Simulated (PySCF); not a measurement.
# Pb(CH3)2 at several levels of theory

Computed with PySCF 2.14.0 (density fitting, no spin-orbit coupling) at the geometry relaxed with r2SCAN:

```xyz
9
Pb(CH3)2 (singlet)
Pb    0.0000    0.0000   -0.7917
C     1.6412    0.0000    0.8386
H     2.6601    0.0000    0.4232
H     1.5088    0.8889    1.4793
H     1.5088   -0.8889    1.4793
C    -1.6412    0.0000    0.8386
H    -2.6601    0.0000    0.4232
H    -1.5088   -0.8889    1.4793
H    -1.5088    0.8889    1.4793
```

| level | basis | state | HOMO (eV) | gap (eV) | charge on Pb1 (e) | dipole about the centre of mass (D) | largest force component (eV/Å) |
| --- | --- | --- | --- | --- | --- | --- | --- |
| r2SCAN | Pb def2-SVP with ECP60, C def2-SVP, H def2-SVP | singlet | -5.21 | 2.41 | 0.47 | 0.56 | 0.01 |
| M06-L | the same | singlet | -5.07 | 2.43 | 0.58 | 0.92 | 0.22 |
| PBE0 | the same | singlet | -5.96 | 3.73 | 0.47 | 0.59 | 0.13 |
| BP86 | the same | singlet | -5.11 | 2.02 | 0.41 | 0.44 | 0.26 |
| r2SCAN | Pb def2-TZVP with ECP60, C def2-TZVP, H def2-TZVP | singlet | -5.27 | 2.44 | 0.60 | 0.79 | 0.32 |
| r2SCAN | Pb x2c-SVPall, C x2c-SVPall, H x2c-SVPall | singlet | -5.26 | 2.42 | 0.52 | 0.61 | 0.61 |

Charges are Mulliken's, which hang on the basis. The relaxation used the grid (50, 194), these runs (75, 302) or, all-electron (x2c bases, spin-free X2C Hamiltonian), (99, 590).

Task: What does HF with Pb def2-SVP with ECP60, C def2-SVP, H def2-SVP give here?

Result: state singlet, HOMO (eV) -8.03, gap (eV) 8.53, charge on Pb1 (e) 0.60, dipole about the centre of mass (D) 0.68, largest force component (eV/Å) 0.31. Time: 0.8 s on 2 threads of Intel(R) Xeon(R) 6975P-C (Granite Rapids), on a shared host, from an already converged density.

In the first row's basis the gap widens with exact exchange: 2.0 to 2.4 eV for BP86, r2SCAN, M06-L (none); 3.7 eV for PBE0 (a fixed share); 8.5 eV for Hartree–Fock (rising or full at long range).

No frequency check is given that shows the relaxed geometry to be a minimum.
